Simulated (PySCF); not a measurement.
**Computed vibrations of Bi(OH)5**

Bi(OH)5 (singlet). PySCF 2.14.0, RKS B3LYP, Bi def2-SVP with ECP60, O def2-SVP, H def2-SVP; non-relativistic Hamiltonian with scalar-relativistic core potentials where named; density fitting; no spin-orbit coupling. Central differences of gradients.

```xyz
11

Bi   -0.0185    0.0000   -0.0056
O    -0.2631    0.0000    2.0879
H     0.5903    0.0000    2.5502
O     2.1216    0.0000    0.1180
H     2.4459    0.0000    1.0323
O     0.1519    1.7648   -1.0936
H     1.1151    1.9134   -1.1239
O    -2.1029    0.0000   -0.0830
H    -2.3743    0.0000    0.8523
O     0.1519   -1.7648   -1.0936
H     1.1151   -1.9134   -1.1239
```

Run from Python with OMP_NUM_THREADS=2. Where DIIS fails, smearing, a level shift and second-order steps follow.
It took 2.5 min on 2 threads of AMD EPYC 9R45 96-Core Processor (Zen 5), with other jobs on the host.

(1) What are the harmonic wavenumbers and infrared intensities?

(2) Is this a minimum?

## Answers

(1) Modes are labelled in Cs; negative numbers are unstable modes, those under 60 cm⁻¹ near the noise; a finer grid moves soft modes by up to 10 cm⁻¹.
| cm⁻¹ | km/mol | symmetry |
| --- | --- | --- |
| -236 | – | a'' |
| 54 | 8.1 | a'' |
| 97 | 1.1 | a' |
| 167 | 20.8 | a' |
| 174 | 32.0 | a'' |
| 174 | 8.3 | a' |
| 184 | 0.4 | a'' |
| 208 | 20.7 | a' |
| 209 | 144.4 | a'' |
| 264 | 42.0 | a'' |
| 413 | 88.5 | a'' |
| 433 | 133.7 | a' |
| 500 | 22.2 | a' |
| 530 | 19.4 | a' |
| 546 | 43.3 | a' |
| 567 | 62.2 | a' |
| 572 | 74.5 | a'' |
| 751 | 173.1 | a' |
| 891 | 27.6 | a' |
| 961 | 25.2 | a' |
| 964 | 122.6 | a'' |
| 1018 | 106.6 | a' |
| 3731 | 64.0 | a'' |
| 3733 | 114.6 | a' |
| 3750 | 75.2 | a' |
| 3787 | 11.4 | a' |
| 3795 | 83.6 | a' |

(2) No: 1 unstable; the lowest moves the atoms so:
```
Bi   0.00  0.00  0.00
O    0.00  0.02  0.00
H    0.00 -0.56  0.00
O    0.00 -0.06  0.00
H    0.00  0.81  0.00
O   -0.02  0.01  0.00
H   -0.01 -0.05 -0.07
O    0.00  0.02  0.00
H    0.00 -0.10  0.00
O    0.02  0.01  0.00
H    0.01 -0.05  0.07
```
